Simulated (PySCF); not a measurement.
H6S, SMILES [H][S@OH27]([H])([H])([H])([H])[H].

Coordinates come from a ωB97X-D3(BJ)/def2-TZVP optimisation.

Computed with TDDFT-PBE/def2-TZVPD (PySCF).

Vertical excitations; the highest root listed may be one member of a degenerate set. Isolated molecule, no solvent. State labels are in the subgroup D2h.

Computed excitation energies, oscillator strengths and character:
```csv
state,symmetry,energy (eV),λ (nm),f,main pairs
S1,Ag,4.07,305,0.000,HOMO→LUMO (degenerate set)
S2,Ag,4.07,305,0.000,HOMO−1→LUMO (degenerate set)
S3,B3u,5.90,210,0.000,HOMO→LUMO+3 (degenerate set)
S4,B2u,5.90,210,0.000,"HOMO−1→LUMO+2, HOMO→LUMO+2 (degenerate set)"
S5,B1u,5.90,210,0.000,"HOMO−1→LUMO+1, HOMO→LUMO+1 (degenerate set)"
S6,B2u,5.99,207,0.127,"HOMO→LUMO+2, HOMO−1→LUMO+2 (degenerate set)"
S7,B1u,5.99,207,0.127,"HOMO→LUMO+1, HOMO−1→LUMO+1 (degenerate set)"
S8,B3u,5.99,207,0.127,HOMO−1→LUMO+3 (degenerate set)
S9,B3g,7.17,173,0.000,HOMO→LUMO+6 (degenerate set)
S10,B1g,7.17,173,0.000,"HOMO−1→LUMO+4, HOMO→LUMO+4 (degenerate set)"
T1,Ag,3.37,368,0,HOMO→LUMO (degenerate set)
T2,Ag,3.37,368,0,HOMO−1→LUMO (degenerate set)
T3,B2u,5.64,220,0,"HOMO→LUMO+2, HOMO−1→LUMO+2 (degenerate set)"
T4,B1u,5.64,220,0,"HOMO→LUMO+1, HOMO−1→LUMO+1 (degenerate set)"
```
Triplets are in the Tamm–Dancoff approximation, which puts them higher than full response would, so one can lie above its singlet here.
